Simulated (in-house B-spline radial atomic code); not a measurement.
The numbers below are computed, except where a source is named.
## Softness against transferability: the 4p channel of Ru

Ru, [Kr] 4d7 5s1, non-relativistic PBE, spherical and spin-unpolarised, from a B-spline radial code for spherical atoms (atomic units). The all-electron 4p level is ε = -1.663592 hartree, its outermost node lies just inside 0.51 bohr and its outer maximum at 0.99 bohr.

Troullier-Martins pseudo-orbitals are made for several radii. The cutoffs (hartree) are the plane-wave energies beyond which the orbital holds less than the named kinetic energy per electron. The phase error is the difference, pseudo minus all-electron, of arctan(R P'/P) at R = 1.69 bohr for all radii, half a hartree below and above the level.

| r_c (bohr) | V_l(0) (hartree) | cutoff for 10 mEh | for 1 mEh | for 0.1 mEh | phase error at ε − 0.5 (mrad) | at ε + 0.5 (mrad) |
| --- | --- | --- | --- | --- | --- | --- |
| 0.74 | -78.26 | 209 | 326 | > 450 | -8.8 | -2.5 |
| 0.86 | -23.62 | 66.8 | 124 | 263 | -3.5 | -0.8 |
| 0.99 | -2.90 | 25.9 | 57.5 | 103 | -2.3 | -0.5 |
| 1.12 | -0.61 | 27.1 | 52.8 | 72 | -2.0 | -0.4 |
| 1.25 | -2.27 | 24.5 | 43.4 | 64.5 | -2.8 | -0.6 |
| 1.39 | -4.05 | 20 | 29.2 | 53.3 | -5.0 | -1.1 |

Task: Which radius needs the lowest cutoff for 1 mEh while both phase errors stay within 3.6 mrad?

Result: The radii within that limit are 0.86, 0.99, 1.12, 1.25 bohr; of these r_c = 1.25 needs the least, 43.4 hartree, that is 86.8 Ry or 1181 eV.

Task: What does the larger radius buy, and what does it cost?

Result: From r_c = 0.74 to 1.39 bohr the cutoff for 1 mEh goes from 326 to 29.2 hartree, a factor of 11.16, against 3.53 for a pure 1/r_c² scaling, end to end; step by step it is 326, 124, 57.5, 52.8, 43.4, 29.2, and for 0.1 mEh > 450, 263, 103, 72, 64.5, 53.3; the number of plane waves goes as the cutoff to the power 3/2, here a factor of 37.3. The larger of the two phase errors is least at r_c = 1.12 bohr, 2.0 mrad; it is 8.8 at the smallest radius and 5.0 at the largest. These errors test the reference atom alone. The smallest radius lies well inside the outer maximum, where the nodeless form must bend sharply to keep the norm, so it is both harder and scatters less well than the next. Large radii also let the cores of neighbours overlap, which an atom doesn't show.
